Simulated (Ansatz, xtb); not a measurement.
## Two isomers of C2H5Ge−

Structure a is `[H]/[Ge-]=[CH]/C`, a singlet and structure b is `[CH2]=[Ge-][CH3]`, a singlet. Both are isolated ions in the gas phase, relaxed with PBE0-D3(BJ)/def2-SVPD.

a (Å):

```xyz
8

C    -0.2801   -0.4800    1.7391
C    -0.0623    0.3994    0.5398
Ge    1.5985    0.8682   -0.1181
H    -0.8554   -1.4026    1.5100
H     0.6830   -0.8067    2.1707
H    -0.8413    0.0215    2.5566
H    -0.9919    0.7548    0.0679
H     1.0630    1.7795   -1.3519
```

b (Å):

```yaml
atoms:
  - { symbol: C, position_ang: [-1.0299, -0.8691, 1.6717] }
  - { symbol: C, position_ang: [0.8947, 0.8983, 0.2525] }
  - { symbol: Ge, position_ang: [0.1409, -1.0139, 0.2615] }
  - { symbol: H, position_ang: [-1.6481, -1.7162, 2.0021] }
  - { symbol: H, position_ang: [-1.1849, 0.0495, 2.2619] }
  - { symbol: H, position_ang: [0.4433, 1.5159, 1.0489] }
  - { symbol: H, position_ang: [1.9899, 0.8899, 0.3971] }
  - { symbol: H, position_ang: [0.7064, 1.3905, -0.7185] }
```

Question: Estimate E(b) − E(a) at the level CCSD(T)/def2-SVPD + ΔMP2/def2-TZVPPD.

Answer: Calculated at CCSD(T)/def2-SVPD + ΔMP2/def2-TZVPPD: E(b) − E(a) = −0.269 eV, so structure b lies lower.

How the difference moves with the method:

```json
{"level": "GFN2-xTB", "geometry": "GFN2-xTB", "E(b) − E(a) (eV)": "+0.273", "departure from the last row (eV)": "+0.542", "job, with rough time for the two": "optimisation, 0.2 s"}
{"level": "HF/STO-3G", "geometry": "GFN2-xTB", "E(b) − E(a) (eV)": "−1.443", "departure from the last row (eV)": "−1.174", "job, with rough time for the two": "single point, 0.33 s"}
{"level": "r2SCAN-D4/def2-SVPD", "geometry": "GFN2-xTB", "E(b) − E(a) (eV)": "−0.445", "departure from the last row (eV)": "−0.176", "job, with rough time for the two": "single point, 4.2 s"}
{"level": "PBE0-D3(BJ)/def2-SVPD", "geometry": "PBE0-D3(BJ)/def2-SVPD", "E(b) − E(a) (eV)": "−0.120", "departure from the last row (eV)": "+0.149", "job, with rough time for the two": "optimisation, 45 s"}
{"level": "HF/def2-SVPD", "geometry": "PBE0-D3(BJ)/def2-SVPD", "E(b) − E(a) (eV)": "−0.152", "departure from the last row (eV)": "+0.117", "job, with rough time for the two": "part of the CCSD(T) run"}
{"level": "MP2/def2-SVPD", "geometry": "PBE0-D3(BJ)/def2-SVPD", "E(b) − E(a) (eV)": "−0.185", "departure from the last row (eV)": "+0.084", "job, with rough time for the two": "part of the CCSD(T) run"}
{"level": "CCSD(T)/def2-SVPD", "geometry": "PBE0-D3(BJ)/def2-SVPD", "E(b) − E(a) (eV)": "−0.161", "departure from the last row (eV)": "+0.107", "job, with rough time for the two": "single point"}
{"level": "CCSD(T)/def2-SVPD + ΔMP2/def2-TZVPPD", "geometry": "PBE0-D3(BJ)/def2-SVPD", "E(b) − E(a) (eV)": "−0.269", "departure from the last row (eV)": "", "job, with rough time for the two": "single point, 38 s"}
```

As drawn, b has 1 C–Ge, 1 C–H in place of 1 Ge–H, 1 C–C.

GFN2-xTB puts the two in the other order. The largest departure from CCSD(T)/def2-SVPD + ΔMP2/def2-TZVPPD is that of HF/STO-3G, 1.174 eV. The last row adds to CCSD(T) the change of the MP2 difference between the two basis sets, here −0.107 eV.

With harmonic frequencies from PBE0-D3(BJ)/def2-SVPD (ideal gas, rigid rotor, one conformer each, 298.15 K, 1 atm): the zero-point term adds +0.014 eV; ΔH is −0.240 and ΔG −0.275 eV.

The correlated steps freeze 11 core orbitals; the filled d shell of Ge is correlated, in a basis made for valence electrons. Codes used: Ansatz 0.2.0, xtb 6.7.1; the last row on 2 threads of Arm Neoverse V1 on a shared host.
